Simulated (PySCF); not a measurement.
Si(OSiH3)2(H)(F) (FH7O2Si3), SMILES F[SiH](O[SiH3])O[SiH3].

The structure is a stationary point at PBE0-D3(BJ)/def2-SVP. The values are those of a single conformer.

Calculation: PBE0-D3(BJ)/def2-SVP in PySCF.

Frequencies are harmonic and unscaled.

A small imaginary wavenumber (i) marks a very flat motion, where grid noise or a shallow saddle decides the sign.

| mode | ν (cm⁻¹) | IR (km/mol) | moving atoms (share of kinetic energy) |
|---|---|---|---|
| 1 | 25i | 0.1 | H 96 % |
| 2 | 17 | 0.5 | Si 47 %, H 26 %, O 14 %, F 13 % |
| 3 | 34 | 0.4 | O 40 %, F 24 %, Si 23 %, H 13 % |
| 4 | 58 | 1.3 | F 27 %, Si 27 %, H 24 %, O 21 % |
| 5 | 75 | 2.2 | O 42 %, H 34 %, Si 19 % |
| 6 | 83 | 0.8 | H 59 %, Si 24 %, O 17 % |
| 7 | 295 | 16.3 | O 44 %, F 40 %, Si 12 % |
| 8 | 313 | 12.2 | O 63 %, F 18 %, Si 12 % |
| 9 | 423 | 67.5 | O 43 %, Si 33 %, F 16 % |
| 10 | 573 | 3.3 | Si 75 %, H 12 %, O 10 % |
| 11 | 640 | 1.2 | Si 63 %, H 28 %, O 9 % |
| 12 | 723 | 50.6 | H 83 %, Si 10 % |
| 13 | 727 | 23.0 | H 84 %, Si 9 % |
| 14 | 735 | 70.8 | H 82 %, Si 9 %, O 8 % |
| 15 | 744 | 59.1 | H 80 %, O 11 %, Si 9 % |
| 16 | 839 | 36.2 | H 73 %, F 22 % |
| 17 | 864 | 403.3 | H 79 %, Si 16 % |
| 18 | 930 | 150.2 | Si 37 %, F 32 %, H 29 % |
| 19 | 946 | 84.2 | H 96 % |
| 20 | 948 | 60.1 | H 95 % |
| 21 | 951 | 197.4 | H 92 % |
| 22 | 953 | 54.5 | H 95 % |
| 23 | 976 | 266.1 | H 76 %, Si 16 % |
| 24 | 1003 | 327.7 | H 81 %, Si 15 % |
| 25 | 1125 | 419.5 | O 67 %, Si 19 %, H 13 % |
| 26 | 1133 | 447.5 | O 80 %, Si 18 % |
| 27 | 2232 | 98.6 | H 97 % |
| 28 | 2238 | 97.2 | H 97 % |
| 29 | 2253 | 117.0 | H 97 % |
| 30 | 2257 | 120.2 | H 97 % |
| 31 | 2261 | 118.8 | H 96 % |
| 32 | 2266 | 108.0 | H 97 % |
| 33 | 2368 | 107.6 | H 97 % |
